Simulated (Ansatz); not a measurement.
Computed with Ansatz on PBE0-D4/def2-TZVP structures; ΔE is electronic, products minus reactants. CCSD(T)/CBS adds triple-zeta CCSD(T) − MP2 to the extrapolated MP2 energy (def2 sets, frozen cores). This one scheme is used for every species. DFT in def2-TZVPP. B3LYP here is the variant with VWN-RPA as its local correlation; programs differ in this. Each species was taken in one conformer, which may not be the lowest.

`O[Si](Cl)(Cl)Cl` + NH₃ → `N[Si](Cl)(Cl)Cl` + H₂O  (ligand exchange at the Si–O bond)

`O[Si](Cl)(Cl)Cl`:

```xyz
6

O     0.464   -1.228   -0.315
Si   -0.117    0.187    0.209
Cl    1.267    1.663    0.034
Cl   -1.758    0.746   -0.848
Cl   -0.603   -0.073    2.149
H     0.746   -1.295   -1.229
```

NH₃:

Cartesian coordinates in Å:
```
N 0.132 0.076 -0.237
H 0.526 -0.769 0.158
H 0.194 0.793 0.475
H -0.852 -0.100 -0.396
```

`N[Si](Cl)(Cl)Cl`:

```xyz
7

N    -0.735   -0.214    0.822
Si    0.309    0.102   -0.461
Cl    2.264    0.396    0.053
Cl    0.264   -1.488   -1.724
Cl   -0.318    1.796   -1.389
H    -1.038    0.526    1.434
H    -0.748   -1.118    1.265
```

H₂O:

Z-matrix (Å, degrees):
```
O
H 1 0.960
H 1 0.960 2 105.1
```

Q: Is it downhill or uphill in electronic energy at CCSD(T)/CBS, and by how much? (Estimate.)

A: Computed: Uphill: ΔE = +8.9 kcal/mol.

Q: What do these levels give: LDA (SPW92), PBE-D4, B3LYP, MP2/def2-SVP, MP2/def2-TZVPP, SCS-MP2/def2-TZVPP? (Estimate.)

A: Ansatz gave: LDA (SPW92) 8.6, PBE-D4 8.8, B3LYP 10.2, MP2/def2-SVP 8.9, MP2/def2-TZVPP 9.2, SCS-MP2/def2-TZVPP 9.7 kcal/mol.

Largest T1 diagnostic among the species: 0.009.

The D4 term adds −0.8 kcal/mol with B3LYP and −0.5 kcal/mol with PBE0; it sums over pairs of atoms, weighted by their polarisabilities, and B3LYP, whose exchange is more repulsive, gets the larger term. Leaving LDA and LC-ωPBE aside and taking each functional with its dispersion term where it has one, the values, not all of them listed here, spread over 2.4 kcal/mol, from revPBE-D4 to B97M-V.
